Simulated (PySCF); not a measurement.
## Cr5+: what the settings change

The free ion Cr5+ in its d1 configuration.

Method (PySCF 2.14, density fitting): CASSCF(1,5) with orbitals averaged over all microstates of the shell, strongly contracted NEVPT2 on the averaged canonical orbitals; basis x2c-TZVPall; spin-free X2C; gas phase; spin-orbit coupling by state interaction with the mean-field operator over all roots.

Base run: NEVPT2 ground state 2D, ζ 360 cm⁻¹, μeff(300 K) 1.69 μB.

(1) What happens with no frozen core in NEVPT2?

Results:

(1) NEVPT2 ground state 2D, ζ 360 cm⁻¹, μeff(300 K) 1.69 μB.
